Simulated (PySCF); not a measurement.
Computed IR spectrum (relative IR intensity) of a molecule C4H7FO. Geometry optimised at PBE-D3(BJ)/def2-SVP. Other conformers were not sampled. All values below come from PBE-D3(BJ)/def2-SVP (PySCF). Frequencies are harmonic and unscaled.

ν (cm⁻¹): 298 (vw), 432 (w), 489 (vw), 661 (w), 859 (m), 866 (m), 906 (m), 940 (w), 981 (w), 1009 (vs), 1122 (vs), 1154 (w), 1169 (vw), 1205 (s), 1264 (s), 1306 (w), 1352 (s), 1394 (w), 1403 (vw), 1406 (vw), 2964 (s), 2988 (w), 3017 (m), 3029 (w), 3089 (w), 3094 (w), 3102 (w) (against the strongest line: vs over 80 %, s over 45 %, m over 15 %, w over 4 %, vw less)

**Question.** Which structure fits?
A. CO[C@@H]1C[C@@H]1F
B. CC(=O)[C@H](C)F
C. CC1(F)COC1
D. C[C@@]1(F)CCO1

**Answer.** D, C[C@@]1(F)CCO1
